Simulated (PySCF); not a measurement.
Cartesian coordinates in Å; atom numbers follow the order of the lines, from 1:
```xyz
23

C     2.9633    1.0465    0.8061
C     2.2192   -0.1274    0.2611
O     2.6803   -1.0522   -0.3430
O     0.8878   -0.0163    0.5338
C     0.0093   -0.8635   -0.1569
C    -0.7649   -1.7561    0.7890
C    -1.8515   -0.8147    1.2986
C    -2.2068   -0.0303    0.0488
O    -0.9909   -0.0338   -0.7390
Al   -0.5437    1.5299   -1.9019
H     2.6186    1.2901    1.8199
H     2.7447    1.9143    0.1645
H     4.0392    0.8413    0.7950
H     0.5540   -1.3789   -0.9584
H    -1.1978   -2.5948    0.2221
H    -0.1133   -2.1648    1.5717
H    -2.7197   -1.3364    1.7229
H    -1.4389   -0.1445    2.0670
H    -2.4863    1.0161    0.2352
H    -2.9885   -0.5137   -0.5564
H    -0.6515    2.7246   -0.8311
H    -1.7437    1.4171   -2.9588
H     0.9282    1.0686   -2.3446
```

Geometry: PBE0-D3(BJ)/def2-SVP; GIAO shifts from PySCF, gas phase, non-relativistic, averaged over equivalent atoms.

At PBE0/pcSseg-1 (242 basis functions, 51 s wall time on 1 thread of an Arm Neoverse V2, shared host):
```
      atoms  δ (ppm)
         C2    172.5
         C5     98.7
         C8     74.1
         C6     34.5
         C7     25.3
         C1     22.0
         O3    450.4
         O4    245.6
         O9     92.8
       Al10     77.1
        H14     6.56
        H19     4.45
H21/H22/H23     4.08
        H20     3.89
        H18     2.20
H11/H12/H13     2.14
        H16     1.90
        H15     1.85
        H17     1.83
```

Chemical shifts δ = σref − σ; 13C (σ = 184.41 ppm), 1H (σ = 31.27 ppm) against TMS; H2O for 17O (σ = 334.56 ppm); AlH4- for 27Al (σ = 489.28 ppm), all at this level.

What do these become at WP04/pcSseg-1?

## Answers


```
      atoms  δ at WP04/pcSseg-1  change
         C2               174.7    +2.2
         C5               103.2    +4.5
         C8                76.8    +2.7
         C6                36.3    +1.8
         C7                28.1    +2.8
         C1                23.5    +1.5
         O3               434.7   -15.7
         O4               239.9    -5.7
         O9                92.5    -0.3
       Al10                57.6   -19.5
        H14                6.51   -0.05
        H19                4.38   -0.07
H21/H22/H23                3.04   -1.04
        H20                3.86   -0.03
        H18                2.19   -0.01
H11/H12/H13                2.16   +0.02
        H16                1.92   +0.02
        H15                1.89   +0.04
        H17                1.81   -0.02
```

Shifts are taken against calculated references (same method and geometry level): 13C (σ = 172.44 ppm) and 1H (σ = 31.56 ppm) against TMS; 17O (σ = 317.54 ppm) vs H2O; 27Al (σ = 483.51 ppm) against AlH4-.

The largest change is at Al10 (aluminium bonded to O, 3 H). Cost: 242 basis functions, 55 s wall time on 1 thread of an Arm Neoverse V2, shared host. The order of the carbon signals is the same at both levels.

Unscaled 17O shifts of doubly bonded oxygen tend to come out too high, by tens of ppm or more. Experimental scales use liquid or dissolved standards, which lie at an offset from isolated H2O (liquid H2O: subtract about 36 ppm).
